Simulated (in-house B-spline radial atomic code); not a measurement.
Ar³⁺ is squeezed into an impenetrable sphere of radius R (the orbitals vanish at R). Method: Dirac-Hartree-Fock, average of configuration, Fermi nucleus of rms radius 3.4274 fm. Calculated with an all-electron radial atomic-structure program (B-spline basis).

Energies in eV above the free ion in [Ne] 3s2 3p3:

```tsv
R (bohr)	highest level (eV)	[Ne] 3s2 3p3	[Ne] 3s1 3p3 3d1	[Ne] 3s1 3p4
7.98	-57.1	0	39.49	17.62
5.54	-57.1	0.001379	39.51	17.62
5.46	-57.1	0.001808	39.51	17.62
4.32	-57	0.07675	39.78	17.72
3.44	-56.3	1.165	41.73	19
3.21	-55.7	2.3	43.38	20.29
2.64	-51.9	11.8	55.05	30.68
2.04	-36.2	62.46	109	83.68
1.91	-28.7	89.62	136.4	111.5
1.36	54.6	439.4	469.1	462.1
```

(1) Does [Ne] 3s1 3p3 3d1 fall below [Ne] 3s2 3p3 under compression?

(2) Does [Ne] 3s1 3p4 fall below [Ne] 3s2 3p3 under compression?

The highest level is first positive in the row R = 1.36 bohr, pushed up by confinement above the zero of the free ion's potential. Each configuration is held fixed and needn't be the lowest in the sphere.

## Answers

(1) No, it stays above over the whole range.

(2) No, it stays above over the whole range.
